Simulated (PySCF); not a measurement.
**Oscillator strengths, rates and cross-sections**

Compound: C3H10SSi2.
Atom-mapped SMILES: `[CH3:1][S:2][SiH2:3]/[CH:4]=[CH:5]/[SiH3:6]` (hydrogens: H7, H8, H9 on C1; H10, H11 on Si3; H12 on C4; H13 on C5; H14, H15, H16 on Si6)

Method: PySCF 2.14.0, density-fitted response routines, TDDFT PBE0/def2-SVPD, vertical, gas phase, core orbitals frozen in the response. Isolated species at its GFN2-xTB geometry (one conformer only). Torsions of this conformer, `[CH3:1][S:2][SiH2:3]/[CH:4]=[CH:5]/[SiH3:6]`: C1–S2–Si3–C4 -56°, S2–Si3–C4–C5 101°.

Relations used (vacuum, state to state): A = 0.6670 f ν̃² s⁻¹ (ν̃ in cm⁻¹); τ = 1/A; f = (2/3) ΔE |μ|² in atomic units; ∫σ dE = 109.76 f Mb·eV.

The rates are for emission to S0 at the absorption energy, with no other channel.

Energies and rates of the computed singlets with f of 0.002 or more:

```tsv
state	ν̃ (cm⁻¹)	A (s⁻¹)
S1	36390	2.24×10⁷
S2	46020	3.80×10⁶
S3	46400	1.21×10⁷
S4	50150	3.80×10⁸
S5	50710	1.66×10⁷
S6	51230	3.91×10⁸
S7	54330	2.26×10⁷
S8	54780	1.68×10⁸
```

Which f and |μ| stand behind these rates?

f = A / (0.6670 ν̃²), and |μ| follows from f:

| state | f | \|μ\| (D) | τ | main configurations (H = HOMO, L = LUMO) |
| --- | --- | --- | --- | --- |
| S1 | 0.025 | 1.22 | 45 ns | H→L (98%) |
| S2 | 0.0027 | 0.35 | 260 ns | H→L+1 (36%), H-2→L (28%), H→L+2 (18%) |
| S3 | 0.0084 | 0.62 | 83 ns | H-2→L (38%), H→L+1 (25%), H-1→L (14%) |
| S4 | 0.227 | 3.10 | 2.6 ns | H-1→L (44%), H→L+3 (16%), H→L+2 (12%) |
| S5 | 0.0097 | 0.64 | 60 ns | H→L+3 (37%), H→L+2 (22%), H→L+1 (20%) |
| S6 | 0.223 | 3.05 | 2.6 ns | H→L+3 (30%), H-1→L (23%), H→L+2 (21%) |
| S7 | 0.011 | 0.67 | 44 ns | H→L+6 (59%), H→L+7 (26%) |
| S8 | 0.084 | 1.81 | 6 ns | H→L+5 (65%) |

Suppose S1 emitted 0.3 eV lower with the same transition dipole. How would A change?

At fixed |μ|, A goes as the cube of the energy: (4.21/4.51)³ = 0.81, which makes τ about 55 ns.

How much energy does a mole of photons resonant with S6 carry?

6.351 eV × 96.485 = 613 kJ/mol (146 kcal/mol).

What is the integrated cross-section of all computed states together?

Σf = 0.592 over S1 to S8, so 109.76 × Σf ≈ 64.9 Mb·eV.

The run took 60 s wall on one thread, x86-64 server (shared host).
